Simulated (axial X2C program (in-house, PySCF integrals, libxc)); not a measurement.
# Outer orbitals of InN at 2.219 Å, PBE0

Calculated with an axial X2C code built on PySCF integrals. Spin-free means the one-electron spin-free X2C Hamiltonian; two-component (2c) means X2C with spin–orbit coupling and atomic mean-field two-electron Coulomb and Gaunt terms, so the difference of the two also holds small scalar two-electron terms. Basis: In dyall-cv3z [11s12p9d4f1g], N dyall-av3z [7s7p3d2f] (cores contracted in-house); Gaussian nuclei, density fitting, unrestricted open shells. Masses: In 114.904 u, N 14.003 u.

The distance is close to the 2c PBE0 minimum; the highest filled and lowest empty levels are listed.

Spin-free orbitals, state M_S = 1, Λ = 0 (beyond evenly filled blocks: π+α, π-α) (Löwdin shares):

```csv
symmetry,occupied,ε (eV),atomic character
σα,yes,-21.81,"64% In d, 31% N s"
δ+α,yes,-21.38,100% In d
δ-α,yes,-21.38,100% In d
δ-β,yes,-21.37,100% In d
δ+β,yes,-21.37,100% In d
σβ,yes,-21.30,"95% In d, 3% N s"
π+α,yes,-21.16,99% In d
π-α,yes,-21.16,99% In d
π-β,yes,-21.14,99% In d
π+β,yes,-21.14,99% In d
σα,yes,-19.99,"53% N s, 39% In d, 4% In p"
σβ,yes,-16.79,"78% N s, 8% In d, 6% In p"
σα,yes,-9.69,"50% In s, 41% N p, 5% N s"
σβ,yes,-9.24,"57% In s, 31% N p, 7% N s"
π-α,yes,-8.32,"93% N p, 4% In p, 2% In d"
π+α,yes,-8.32,"93% N p, 4% In p, 2% In d"
σα,yes,-6.28,"50% N p, 23% In s, 22% In p"
σβ,yes,-5.54,"55% N p, 26% In p, 14% In s"
π-β,no,-2.64,"52% In p, 46% N p, 2% N d"
π+β,no,-2.64,"52% In p, 46% N p, 2% N d"
π-α,no,-1.68,"84% In p, 8% N p, 4% N d"
π+α,no,-1.68,"84% In p, 8% N p, 4% N d"
```

Spinors with spin–orbit coupling (state Ω = 1):

```tsv
ω	occupied	ε (eV)	atomic character	λ mixture
1/2	yes	-21.97	76% In d, 21% N s	80% σ, 20% π
-3/2	yes	-21.85	100% In d	87% δ, 13% π
3/2	yes	-21.84	100% In d	86% δ, 14% π
-1/2	yes	-21.72	98% In d	52% π, 48% σ
1/2	yes	-21.21	82% In d, 15% N s	76% π, 24% σ
5/2	yes	-21.05	100% In d	100% δ
-5/2	yes	-21.04	100% In d	100% δ
-1/2	yes	-20.92	97% In d	52% σ, 48% π
3/2	yes	-20.87	99% In d	86% π, 14% δ
-3/2	yes	-20.85	99% In d	87% π, 13% δ
1/2	yes	-19.95	48% N s, 45% In d, 3% In p	96% σ, 4% π
-1/2	yes	-16.79	78% N s, 8% In d, 6% In p	100% σ
1/2	yes	-9.69	50% In s, 41% N p, 5% N s	100% σ
-1/2	yes	-9.24	57% In s, 31% N p, 7% N s	100% σ
-1/2	yes	-8.34	92% N p, 4% In p, 2% In d	100% π
3/2	yes	-8.32	93% N p, 4% In p, 3% In d	100% π
1/2	yes	-6.29	50% N p, 23% In s, 22% In p	100% σ
-1/2	yes	-5.55	55% N p, 26% In p, 14% In s	100% σ
1/2	no	-2.70	53% In p, 44% N p, 2% N d	100% π
-3/2	no	-2.59	49% In p, 48% N p	100% π
-1/2	no	-1.76	84% In p, 8% N p, 5% N d	100% π
3/2	no	-1.59	84% In p, 8% N p, 4% N d	100% π
```

(1) How does the gap between the highest filled and lowest empty level change from the spin-free to the 2c table?

Mulliken charges and populations of the two-component result (they depend on the basis, above all on diffuse functions):

In 0.54 e (s 9.92 p 18.51 d 20.02 f 0.01), N -0.54 e (s 4.00 p 3.52 d 0.02). ⟨Lz⟩ = 0.00 ħ and ⟨Sz⟩ = 1.00 ħ (0.00 and 1.00 on the two atoms), which add up to Ω.

One determinant describes the state; a PBE0 search over occupations chose it and may have missed a lower one. Density functionals use the spin component along the axis (collinear). PBE0 can misorder states that lie within some tenths of an eV, so this need not be the ground state of the molecule. The nearest other spin-free determinant of the search, M_S = 1, Λ = 1, lies 0.46 eV up at the distance of the search. With several unpaired electrons one determinant need not be a pure state. Open-shell Ω = 0 determinants with evenly filled partner blocks cannot be reached by this program, so the Ω shown need not be the lowest component. This is the Ω = 1 component of a π² triplet; the 0⁺ component is not one determinant and can lie lowest.

Results:

(1) From 2.90 to 2.85 eV at PBE0, a change of -0.05 eV.
